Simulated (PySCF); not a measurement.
C₂H₆OSi, neutral, multiplicity 1. Atoms are numbered in the order given.

```xyz
10

Si     0.8668    -0.3146     0.6021
C      1.0712     1.2776    -0.4486
H      2.0811     1.6949    -0.3104
H      0.3429     2.0585    -0.1633
H      0.9324     1.0826    -1.5277
O     -0.6984    -0.7711     0.2484
C     -1.7164    -0.2576    -0.5621
H     -1.4291     0.6762    -1.0743
H     -1.9933    -1.0019    -1.3267
H     -2.6112    -0.0573     0.0498
```
Charge 0, spin multiplicity 1.

Geometry optimised at PBE0-D3(BJ)/def2-SVP. The values are those of a single conformer.

Computed with PBE0/pcSseg-1 run with PySCF.

GIAO shieldings, no solvent; atoms alike by connectivity are averaged. δ = σ(ref) − σ: ²⁹Si against TMS (σ = 352.7 ppm); ¹³C against TMS (σ = 186.3 ppm); ¹H against TMS (σ = 31.56 ppm); ¹⁷O against H2O (σ = 334.2 ppm), references at their B3LYP-D3(BJ)/def2-TZVP geometries, non-relativistic.

**Question.** Estimate the chemical shifts. (Estimate from the structure and the level; the computed values follow.)

**Answer.** 
```
nucleus        atoms  count  δ (ppm)
-------  -----------  -----  -------
²⁹Si             Si1      1    378.5
¹³C               C7      1     56.9
¹³C               C2      1     27.3
¹H       H8, H9, H10      3     4.49
¹H        H3, H4, H5      3     0.99
¹⁷O               O6      1    232.7
```
